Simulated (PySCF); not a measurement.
## Mo²⁺: ionisation energy

Mo²⁺ [Kr] 4d4 (5D) → Mo³⁺ [Kr] 4d3 (4F), as a difference of total energies. Calculation: PySCF 2.14, in def2-QZVPPD with the def2 core potential (28 electrons); a scalar-relativistic core potential. Correlated levels: valence and next inner shell: nothing frozen outside the core potential. The calculations carry no spin-orbit coupling.

```csv
method,ionisation energy (eV)
UHF,26.079
MP2 (valence and next inner shell),27.098
SCS-MP2 (valence and next inner shell),26.764
CCSD (valence and next inner shell),26.949
CCSD(T) (valence and next inner shell),26.991
```

How much does correlation contribute at CCSD(T) (valence and next inner shell)?

26.991 − (26.079) = 0.912 eV, measured against UHF.

The reference lies between the lowest fine-structure levels, while these numbers refer to the centres of the terms.

Errors of the correlated levels include the incompleteness of this basis.

For comparison: 27.13 ± 0.12 eV (semi-empirical (NIST evaluation); NIST Atomic Spectra Database, ionization energies).
